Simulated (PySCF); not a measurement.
NbBr3, SMILES [Br][Nb]([Br])[Br] (connectivity only; charge and spin as stated), neutral, multiplicity 3. Atoms are numbered in the order given.

```xyz
4

Nb     0.0000     0.0000     0.0879
Br     0.0000     0.0000     2.5214
Br     0.0000    -2.0134    -1.3122
Br     0.0000     2.0134    -1.3122
```
Charge 0, spin multiplicity 3.

Geometry optimised at B3LYP-D3(BJ)/def2-SVP. The multiplicity is an assumed one; other spin states were not compared. The def2 effective core potentials stand for the cores of Nb; spin–orbit coupling is left out.

All values below come from PBE/def2-TZVP (PySCF).

ESP charges are fitted to the potential on shells at 1.4 to 2.0 van der Waals radii. Atomic charges (e):

```tsv
atom	Löwdin	ESP fit	Mulliken	Mulliken spin
Nb1	-0.40	0.20	0.92	2.10
Br2	0.16	-0.02	-0.30	-0.08
Br3	0.12	-0.09	-0.31	-0.01
Br4	0.12	-0.09	-0.31	-0.01
```
